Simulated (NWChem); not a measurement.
# CH3BaFO; SMILES C[O][Ba][F]

```xyz
7

Ba     0.2250    -0.5097     0.3363
F     -1.5693    -1.5839    -0.4871
O      0.1250     1.7819     0.2388
C     -0.2803     3.0745     0.0193
H     -0.3426     3.6726     0.9561
H      0.4110     3.6365    -0.6481
H     -1.2853     3.1460    -0.4545
```
Atoms are numbered in this order, from 1.

Level: PBE0/def2-SVP with def2 effective core potentials on Ba (NWChem), optimised geometry, unscaled harmonic frequencies. def2 effective core potentials on Ba; no spin-orbit coupling.

Q: List the harmonic frequencies with IR intensities, and the thermochemistry.

A: 
```csv
frequency (cm⁻¹),IR intensity (km/mol)
31,1.2
55,10.2
138,29.2
143,39.3
376,91.4
474,112.7
1181,2.4
1182,1.8
1217,388.9
1467,0.0
1468,0.0
1477,90.1
2924,266.8
2978,104.5
2978,102.2
```

```json
{
  "zero_point_energy": "25.8 kcal/mol",
  "thermal correction to the enthalpy at 298.15 K (with zero-point energy)": "30.5 kcal/mol",
  "heat capacity Cv": "17.4 cal/(mol K)",
  "entropy at 298.15 K and 1 atm (symmetry number 1)": "86.7 cal/(mol K)"
}
```

Rigid rotor and harmonic oscillator; modes under 100 cm⁻¹ make the entropy uncertain.
